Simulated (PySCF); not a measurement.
Vertical excitations of a molecule C2H8AlN from TDDFT-PBE/def2-SVPD in PySCF 2.14.0, as energy in eV (oscillator strength): 4.38 (0.143), 5.10 (0.001), 5.61 (0.029), 5.63 (0.000), 5.77 (0.002), 6.19 (0.000), 6.29 (0.034), 6.34 (0.034), 6.86 (0.022), 6.89 (0.013). Lowest triplet (TDA): 3.37 eV. Coordinates come from a PBE0-D3(BJ)/def2-SVP optimisation. One conformer was computed; it need not be the lowest.

**Question.** Which molecule gave these data?
A) C[CH2][AlH][NH2]
B) [CH3][Al]([CH3])[NH2]
C) C[N](C)[AlH2]
D) C[NH][AlH][CH3]

**Answer.** C, C[N](C)[AlH2]
